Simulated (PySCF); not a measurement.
GeH, SMILES [GeH] (connectivity only; charge and spin as stated), neutral, multiplicity 2.

The structure is a stationary point at PBE0-D3(BJ)/def2-TZVPD.

Two levels are set side by side: PBE/def2-TZVPD (PySCF) and M06-2X/def2-TZVPD (PySCF). Same geometry, gas phase. Differences are taken from unrounded values.

| quantity | PBE |
|---|---|
| α-spin orbital gap (eV) | 0.19 |
| β-spin orbital gap (eV) | 2.70 |
| dipole moment (D) | 0.18 |

Task: These are the PBE values. What does M06-2X give? (The exact figures need the calculation; the answer reports its results.)

Result: 
| quantity | M06-2X | PBE minus M06-2X |
|---|---|---|
| α-spin orbital gap (eV) | 3.93 | -3.73 |
| β-spin orbital gap (eV) | 6.34 | -3.63 |
| dipole moment (D) | 0.07 | 0.11 |

Rough cost on one machine, each run with all the roots and properties that it gave: M06-2X against PBE within a factor of 2.
